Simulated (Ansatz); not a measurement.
The cluster CrO3⁻. Total charge -1; doublet. Geometry PBE-D4/def2-TZVPD.

```xyz
4

Cr   -0.049   -0.153    0.581
O    -0.906    0.617   -0.846
O    -0.332   -0.698   -1.153
O     1.287    0.234    1.419
```

The structure holds 1 bond(s) between oxygen atoms. At HF/def2-TZVPD, LDA (SPW92)/def2-TZVPD, PBE-D4/def2-TZVPD, r2SCAN-D4/def2-TZVPD and others the charge -1 doublet is spin-contaminated (final ⟨S²⟩ up to 1.79, 0.75 for a pure state). At LDA (SPW92)/def2-TZVPD, PBE-D4/def2-TZVPD, r2SCAN-D4/def2-TZVPD the highest occupied level of the charge -1 doublet lies above zero (up to 1.06 eV). It is a level of β spin, whose loss leaves a triplet; that state wasn't run at this geometry and level. The electron is either unbound and held by the finite basis, or the level is raised by self-interaction error. No other spin state of charge -1 was run. The geometry of the doublet was relaxed on an unsound state (⟨S²⟩ 1.66, where a pure state has 0.75). Another isomer (doublet) lies 3.36 eV lower at PBE0-D4/def2-TZVPD; other spin states weren't run for this one.

Problem. Estimate the α-spin orbital energies around the gap (eV) in Ansatz with HF/def2-TZVPD, LDA (SPW92)/def2-TZVPD, PBE-D4/def2-TZVPD, r2SCAN-D4/def2-TZVPD, PBE0-D4/def2-TZVPD.

Solution. 
| orbital | HF/def2-TZVPD | LDA (SPW92)/def2-TZVPD | PBE-D4/def2-TZVPD | r2SCAN-D4/def2-TZVPD | PBE0-D4/def2-TZVPD |
| --- | --- | --- | --- | --- | --- |
| HOMO−9 | -12.05 | -6.15 | -5.63 | -5.79 | -6.85 |
| HOMO−8 | -10.99 | -5.47 | -4.95 | -5.18 | -6.36 |
| HOMO−7 | -10.17 | -5.05 | -4.51 | -4.76 | -6.03 |
| HOMO−6 | -9.00 | -3.49 | -2.99 | -3.26 | -4.37 |
| HOMO−5 | -8.50 | -3.35 | -2.94 | -3.17 | -4.25 |
| HOMO−4 | -7.21 | -2.81 | -2.55 | -2.80 | -3.87 |
| HOMO−3 | -6.90 | -2.26 | -1.72 | -1.98 | -3.15 |
| HOMO−2 | -5.48 | -0.90 | -0.42 | -0.74 | -2.02 |
| HOMO−1 | -5.09 | -0.08 | 0.62 | 0.27 | -1.13 |
| HOMO | -4.66 | 0.68 | 0.86 | 0.54 | -0.53 |
| LUMO | 4.14 | 1.03 | 2.07 | 2.54 | 3.39 |
| LUMO+1 | 4.37 | 2.02 | 2.59 | 2.80 | 3.42 |
| LUMO+2 | 4.86 | 2.61 | 3.09 | 3.38 | 3.84 |
| LUMO+3 | 5.30 | 3.21 | 3.13 | 3.39 | 4.00 |
| LUMO+4 | 6.66 | 3.27 | 3.49 | 3.92 | 4.03 |
| LUMO+5 | 7.31 | 3.69 | 3.60 | 4.15 | 4.26 |
| β HOMO | -5.19 | 0.91 | 1.06 | 0.43 | -1.06 |
| β LUMO | 4.03 | 1.62 | 1.76 | 2.06 | 2.73 |
